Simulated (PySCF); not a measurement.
This script is equivalent to a calculation on Mg²⁺ (magnesium, charge +2).

```python
from pyscf import gto, scf, dft, mp, cc
import basis_set_exchange as bse
mol = gto.M(atom="Mg 0 0 0", charge=2, spin=0, symmetry="D2h",
            basis=gto.basis.parse(bse.get_basis("Sapporo-DZP-2012", elements=["Mg"], fmt="nwchem", header=False)),
            nucmod="G")
mf = dft.UKS(mol, xc="B88,P86").sfx2c1e()
mf.irrep_nelec = {'Ag': (2, 2), 'B1u': (1, 1), 'B2u': (1, 1), 'B3u': (1, 1)}
mf.kernel()
```

Problem. What total energy does it give?

Solution. -199.506 hartree (calculated).

Problem. Which occupied shell lies highest, and where?

Solution. 2p, at -66.808 eV.
